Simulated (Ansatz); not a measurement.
`N[C](O)(F)[GeH3]` + H₂O → `NC(O)(O)F` + GeH₄  (formal hydrolysis of a C–Ge bond)

Computed with Ansatz on PBE0-D4/def2-TZVP structures; ΔE is electronic, products minus reactants. CCSD(T)/CBS is the MP2 limit (def2-TZVPP, def2-QZVPP) plus CCSD(T) − MP2 in def2-TZVPP, frozen cores. This one scheme is used for every species. DFT in def2-TZVPP. For Ge outer-core shells are correlated without core-valence functions, which leaves a few kJ/mol of doubt a bond. Scalar relativity is left out up to krypton. Each species was taken in one conformer, which may not be the lowest.

`N[C](O)(F)[GeH3]`:

```xyz
11

N     0.930    0.857    0.761
C     0.111    0.390   -0.307
O    -1.072    1.079   -0.513
F     0.892    0.530   -1.447
Ge   -0.355   -1.540   -0.071
H     1.362    1.747    0.533
H     0.400    0.938    1.618
H    -0.873    2.023   -0.577
H    -0.949   -1.711    1.337
H    -1.380   -1.954   -1.133
H     0.934   -2.358   -0.202
```

H₂O:

Z-matrix (Å, degrees):
```
O
H 1 0.960
H 1 0.960 2 105.1
```

`NC(O)(O)F`:

Cartesian coordinates in Å:
```
N 0.669 0.947 0.334
C 0.008 -0.251 -0.033
O -0.381 -0.268 -1.345
O -1.095 -0.486 0.749
F 0.921 -1.271 0.169
H 0.090 1.740 0.089
H 1.553 1.019 -0.152
H -0.949 -1.037 -1.477
H -0.817 -0.394 1.667
```

GeH₄:

Cartesian coordinates in Å:
```
Ge 0.000 0.000 0.000
H 0.264 -1.282 -0.801
H 0.709 -0.090 1.357
H -1.509 0.163 0.222
H 0.536 1.209 -0.778
```

Is it downhill or uphill in electronic energy at CCSD(T)/CBS, and by how much? (An estimate is asked.)

Computed: Downhill: ΔE = -24.1 kJ/mol.

What do these levels give: PBE-D4, ωB97X-V, ωB97M-V, PBE0, HF/def2-TZVPP, SCS-MP2/def2-TZVPP, CCSD/def2-TZVPP, CCSD(T)/def2-TZVPP, HF/def2-QZVPP, SCS-MP2/def2-QZVPP, HF/CBS(def2), MP2/CBS(def2)? (An estimate is asked.)

The calculation gave: PBE-D4 -28.8, ωB97X-V -40.1, ωB97M-V -37.1, PBE0 -40.3, HF/def2-TZVPP -61.2, SCS-MP2/def2-TZVPP -30.9, CCSD/def2-TZVPP -35.7, CCSD(T)/def2-TZVPP -32.9, HF/def2-QZVPP -60.5, SCS-MP2/def2-QZVPP -25.9, HF/CBS(def2) -60.4, MP2/CBS(def2) -17.8 kJ/mol.

Largest T1 diagnostic among the species: 0.012.

From PBE to PBE0 (25 % exact exchange), in def2-TZVPP and without D4, ΔE moves by −7.4 kJ/mol. In def2-TZVPP, CCSD(T) changes the Hartree–Fock value by +28.3 kJ/mol (the triples alone add +2.8 kJ/mol) and MP2 by +34.6 kJ/mol. The D4 term adds +6.6 kJ/mol with B3LYP and +3.7 kJ/mol with PBE0; it sums over pairs of atoms, weighted by their polarisabilities, and B3LYP, whose exchange is more repulsive, gets the larger term.

B3LYP here is the variant with VWN-RPA as its local correlation; programs differ in this.
